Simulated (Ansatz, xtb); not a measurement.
**Ligand exchange: HI + H2O2 → H2O + HOI**

Species: HI (hydrogen iodide), singlet; H2O2 `OO`, singlet; H2O (water) `O`, singlet; HOI `OI`, singlet. The partners trade I for OH: H–I and O–OH bonds give way to H–OH and O–I.

Shapes, held fixed at every level: PBE0-D4/def2-TZVP. Flexible molecules stand in one conformer, not always the lowest. Programs: Ansatz 0.2.0, xtb 6.7.1. The zero-point and thermal change to 298 K, harmonic and unscaled (PBE0-D4/def2-TZVP), is +5.7 kJ/mol.

**What was measured.** Tabulated heats of formation (Active Thermochemical Tables): HI +26.5; H2O2 -135.4; H2O -241.8; HOI -61.3 kJ/mol, which give ΔH(298 K) = -194.2 kJ/mol.

```csv
level,kind,ΔH (kJ/mol),computed − measured,CPU time (all species)
GFN0-xTB,semi-empirical,-40.9,+153.3,0.14 s
BHLYP-D4/def2-TZVPP,global hybrid,-185.2,+8.9,4.4 s
r2SCAN0-D4/def2-TZVPP,global hybrid,-179.9,+14.2,8.2 s
wB97X-V/def2-TZVPP,range-separated hybrid,-175.1,+19.1,10 s
B2PLYP/def2-TZVPP,double hybrid,-185.3,+8.8,7.1 s
MP2/def2-TZVPP,perturbation theory,-193.7,+0.5,–
CCSD/def2-SVP,coupled cluster or CI,-143.5,+50.7,–
CCSD(T)/def2-TZVPP,coupled cluster or CI,-179.3,+14.9,12 s
```

Nearest: MP2/def2-TZVPP (+0.5); farthest: GFN0-xTB (+153.3). 3 of 8 levels lie within 10 kJ/mol. For atoms past krypton def2 sets carry core potentials with scalar relativity. Correlated rows may include outer-core shells of I, which these sets cover unevenly. Times are processor times on shared x86 and Arm servers, and rough.
